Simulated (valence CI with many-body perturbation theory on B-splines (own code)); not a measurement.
# E1 line list for Ca¹⁵⁺

Method: valence CI with perturbative core correlation (CI+MBPT): three valence electrons over a frozen Dirac-Fock core [He], radial functions for each j: 11 s, 11 p, 9 d, 7 f, 5 g, 2 h, 1 i, with the one-electron correlation potential Σ1 (screened to all orders), the two-electron term Σ2, the three-electron term Σ3, Breit, model QED; selected single and double excitations, second order for the rest (own B-spline code, finite nucleus).

No measured spectrum was set against this ion. As an estimate, levels of excited configurations hold to 0.05 to 0.15 % of their energy, terms of the ground configuration to about 0.5 %.

Lines 101 to 150 of 248 in falling wavelength, among levels below 48.037 Ry, chosen from the strongest by gf and those to the six lowest levels. Wavelengths and rates use the calculated energies, so an error of 500 cm⁻¹ moves a line at 23.27 Å by 0.012 % and its rate by three times that or more. Electric multipoles are in the length gauge, E1 and E2 with the static RPA response of the core. Weak lines are less certain than strong ones. Lines between different terms over intervals too small for the method are left out, as are lines whose strength nearly cancels. Where a level lies close to another of its J and parity, the split of strength between their lines is uncertain. The highest levels of a list are the least certain.

Names give the largest LS component (configuration and term), which can be under half, so a name can repeat, a term be missing and a line seem to break the LS rules; names also repeat where a configuration has a term twice. Letters in brackets count levels of one name in rising energy.

```
λ vac (Å)               Upper          Lower   A (s⁻¹)  log gf  Branch %
    23.27  2s2p3s ²P°_1/2 [b]   2s2p² ²P_1/2  5.98e+11   -1.01      26.9
    23.24        2p²3s ²D_5/2    2p³ ²D°_5/2  6.42e+11   -0.51      64.0
    23.23  2s2p3d ²D°_5/2 [a]   2s2p² ²P_3/2  3.42e+11   -0.78       7.1
    23.22        2p²3s ⁴P_3/2    2p³ ⁴S°_3/2  5.17e+11   -0.78      95.2
    23.20  2s2p3d ²D°_3/2 [a]   2s2p² ²P_1/2  2.84e+11   -1.04       8.4
    23.19        2p²3s ²D_3/2    2p³ ²D°_3/2  4.84e+11   -0.81      46.8
    23.12        2p²3s ⁴P_5/2    2p³ ⁴S°_3/2  5.42e+11   -0.58      93.2
    23.04  2s2p3s ²P°_3/2 [b]   2s2p² ²S_1/2  4.18e+11   -0.88      11.5
    22.97  2s2p3d ²D°_3/2 [a]   2s2p² ²S_1/2  3.31e+11   -0.98       9.9
    22.91        2s²3s ²S_1/2  2s²2p ²P°_3/2  5.74e+11   -1.04      67.4
    22.86      2s2p3s ⁴P°_3/2   2s2p² ⁴P_5/2  4.47e+11   -0.85      44.9
    22.85  2s2p3d ²P°_3/2 [a]   2s2p² ²P_3/2  5.57e+11   -0.76      12.6
    22.82      2s2p3s ⁴P°_1/2   2s2p² ⁴P_3/2  8.07e+11   -0.90      82.5
    22.79  2s2p3d ²P°_3/2 [a]   2s2p² ²P_1/2  6.00e+11   -0.73      13.5
    22.76      2s2p3s ⁴P°_3/2   2s2p² ⁴P_3/2  1.23e+11   -1.42      12.4
    22.74      2s2p3s ⁴P°_1/2   2s2p² ⁴P_1/2  1.67e+11   -1.59      17.1
    22.73      2s2p3s ⁴P°_5/2   2s2p² ⁴P_5/2  7.04e+11   -0.48      68.4
    22.72  2s2p3d ²P°_1/2 [a]   2s2p² ²P_1/2  2.73e+12   -0.37      58.1
    22.72        2s²3s ²S_1/2  2s²2p ²P°_1/2  2.77e+11   -1.37      32.6
    22.69      2s2p3s ⁴P°_3/2   2s2p² ⁴P_1/2  4.17e+11   -0.89      41.9
    22.65      2s2p3d ⁴F°_3/2   2s2p² ²D_3/2  7.19e+10   -1.65      27.8
    22.64      2s2p3s ⁴P°_5/2   2s2p² ⁴P_3/2  3.20e+11   -0.83      31.0
    22.62      2s2p3d ⁴F°_5/2   2s2p² ²D_3/2  7.61e+09   -2.46       1.6
    22.57  2s2p3d ²P°_3/2 [a]   2s2p² ²S_1/2  3.07e+12   -0.03      69.1
    22.51  2s2p3d ²P°_1/2 [a]   2s2p² ²S_1/2  1.60e+12   -0.61      34.1
    22.48  2s2p3d ⁴P°_5/2 [a]   2s2p² ²D_5/2  4.67e+11   -0.67       8.3
    22.46  2s2p3d ⁴P°_5/2 [a]   2s2p² ²D_3/2  1.14e+11   -1.29       2.0
    22.46  2s2p3s ²P°_1/2 [b]   2s2p² ²D_3/2  4.39e+11   -1.18      19.7
    22.46  2s2p3s ²P°_3/2 [b]   2s2p² ²D_3/2  4.70e+11   -0.85      13.0
    22.45      2s2p3d ⁴D°_3/2   2s2p² ²D_3/2  7.75e+09   -2.63       0.1
    22.45      2s2p3d ⁴D°_1/2   2s2p² ²D_3/2  1.95e+10   -2.53       0.3
    22.39  2s2p3d ²D°_3/2 [a]   2s2p² ²D_3/2  1.48e+12   -0.35      44.1
    22.38  2s2p3d ²D°_5/2 [a]   2s2p² ²D_5/2  9.37e+11   -0.37      19.5
    22.37  2s2p3d ²D°_5/2 [a]   2s2p² ²D_3/2  5.31e+11   -0.62      11.1
    22.32  2s2p3d ⁴P°_5/2 [b]   2s2p² ²D_5/2  3.43e+11   -0.81       6.1
    22.30  2s2p3d ⁴P°_5/2 [b]   2s2p² ²D_3/2  1.87e+11   -1.08       3.3
    22.29      2s2p3d ⁴P°_3/2   2s2p² ²D_3/2  2.83e+10   -2.07       0.5
    22.13  2s2p3d ²F°_5/2 [a]   2s2p² ²D_5/2  9.10e+11   -0.40      17.3
    22.12  2s2p3d ²F°_5/2 [a]   2s2p² ²D_3/2  4.28e+12    0.28      81.3
    22.03  2s2p3d ²D°_3/2 [b]   2s2p² ²P_3/2  9.64e+11   -0.55      13.8
    22.02  2s2p3d ²F°_7/2 [a]   2s2p² ²D_5/2  6.19e+12    0.56      99.9
    22.01  2s2p3d ²P°_3/2 [a]   2s2p² ²D_3/2  9.36e+09   -2.57       0.2
    22.01  2s2p3d ²D°_5/2 [b]   2s2p² ²P_3/2  6.44e+12    0.45      92.9
    21.97  2s2p3d ²D°_3/2 [b]   2s2p² ²P_1/2  3.82e+12    0.04      54.7
    21.95  2s2p3d ²P°_1/2 [a]   2s2p² ²D_3/2  1.03e+11   -1.83       2.2
    21.93  2s2p3d ²P°_1/2 [b]   2s2p² ²P_3/2  8.64e+11   -0.90      16.4
    21.91  2s2p3d ²P°_3/2 [b]   2s2p² ²P_3/2  2.69e+12   -0.11      51.4
    21.86  2s2p3d ²P°_3/2 [b]   2s2p² ²P_1/2  1.76e+12   -0.30      33.6
    21.77  2s2p3d ²D°_3/2 [b]   2s2p² ²S_1/2  1.39e+12   -0.40      19.9
    21.77      2s2p3d ⁴F°_3/2   2s2p² ⁴P_5/2  6.90e+09   -2.71       2.7
```

(1) How does gf follow from A for the line at 22.02 Å?

Results:

(1) gf = 1.4992 × (2J+1)_upper × A / σ², with σ = 4540580 cm⁻¹ and 2J+1 = 8: gf = 3.60.
